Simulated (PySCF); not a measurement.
## Converging BeF in the basis (CCSD)

PySCF, UHF reference; doublet, unpaired electrons σ ↑; De to Be + F without counterpoise correction. Frozen cores follow the default of each basis and core potential.

```tsv
basis	relativity	functions	Re (Å)	ωe (cm⁻¹)	De (eV)	frozen orbitals
STO-3G	no relativity	10	1.306	1525	n/a	1
pcseg-1	no relativity	23	1.406	1197	5.03	1
x2c-TZVPPall	spin-free X2C	50	1.372	1239	5.34	1
```

(1) How does each smaller set differ from the one with most functions, x2c-TZVPPall?

Correlated steps freeze 1 core orbital. Correlated levels converge slowly with the basis: in double zeta they bind strong bonds too weakly, by up to about 1 eV, and carry superposition errors of some tenths. STO-3G is very small, so such numbers show the basis as much as the molecule. The state was picked by a PBE0 search and need not be the measured ground state.

Results:

(1) STO-3G: -6.6 pm, +23.1 % in ωe; pcseg-1: +3.4 pm, -3.4 % in ωe, -0.31 eV in De. All at CCSD; the set with most functions is neither the basis-set limit nor always the best. The rows treat relativity differently, so the differences are not basis effects alone.
